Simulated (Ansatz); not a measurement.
A nudged elastic band was laid between two geometries of C2H5FGeO2 (11 atoms, charge 0, multiplicity 1).

Level of theory: RKS PBE0/def2-SVP in Ansatz.

```yaml
movable_images: 7
climbing_image: yes
spring: 5.0 eV/Å²
optimiser: quadratic models (default)
start_path: through a guess of the saddle point
force_threshold: 0.03 eV/Å
iteration_limit: 44
end_points: relaxed
```

First end point:

```xyz
11
Properties=species:S:1:pos:R:3
C -1.565 -0.464 0.053
C -0.172 -0.130 0.511
F -0.107 -0.306 1.864
O 0.215 1.186 0.217
Ge 1.736 0.570 -0.545
O 0.820 -0.921 -0.087
H -1.792 -1.508 0.307
H -1.647 -0.328 -1.032
H -2.283 0.197 0.557
H 1.826 0.815 -2.056
H 3.034 0.832 0.230
```

Last end point:

```xyz
11
Properties=species:S:1:pos:R:3
C -1.566 -0.461 0.054
C -0.135 -0.260 0.473
F 0.029 -0.789 1.722
O 0.256 1.086 0.507
Ge 1.701 0.695 -0.508
O 0.792 -0.864 -0.389
H -2.231 0.043 0.768
H -1.796 -1.535 0.041
H -1.727 -0.044 -0.948
H 1.681 1.330 -1.903
H 3.060 0.742 0.203
```

(1) Which bonds break or form, and what moves?

(2) Give the energies along the band, and the barrier.

(3) What is the geometry of the highest image?

(4) What are the harmonic wavenumbers there?

Results:

(1) No bond is made or broken. The dihedral H9–C1–C2–Ge5 goes from -120 to 0°. The two ends are copies of one structure, up to a mirror image or an exchange of like atoms.

(2) The run converged. The highest image is number 4 of 0 to 8, 3.2 kcal/mol above the ends, which have the same energy within 2 meV. A vibrational analysis at the climbing image gives one clearly imaginary mode, 234i cm⁻¹: a first-order saddle point.

| image | path coordinate (Å) | energy (kcal/mol) | dihedral H9–C1–C2–Ge5 (°) |
| --- | --- | --- | --- |
| 0 | 0.00 | 0.0 | -120 |
| 1 | 0.42 | 0.5 | -105 |
| 2 | 0.84 | 1.6 | -90 |
| 3 | 1.25 | 2.8 | -75 |
| 4 | 1.67 | 3.2 | -60 |
| 5 | 2.09 | 2.8 | -45 |
| 6 | 2.51 | 1.6 | -30 |
| 7 | 2.92 | 0.5 | -15 |
| 8 | 3.34 | 0.0 | 0 |

(3) 
```xyz
11
Properties=species:S:1:pos:R:3
C -1.578 -0.487 0.056
C -0.143 -0.225 0.476
F 0.033 -0.651 1.762
O 0.226 1.128 0.414
Ge 1.714 0.685 -0.514
O 0.810 -0.870 -0.328
H -2.133 -0.954 0.879
H -1.590 -1.159 -0.812
H -2.063 0.460 -0.213
H 1.749 1.227 -1.947
H 3.042 0.789 0.248
```

(4) 234i, 104, 348, 348, 471, 501, 527, 569, 638, 661, 727, 813, 886, 902, 928, 939, 1184, 1210, 1276, 1396, 1450, 1450, 2185, 2197, 3092, 3204, 3204 cm⁻¹.

The run took 4.8 min on 2 threads of Arm Neoverse V1 (shared host), peak memory 0.38 GiB.
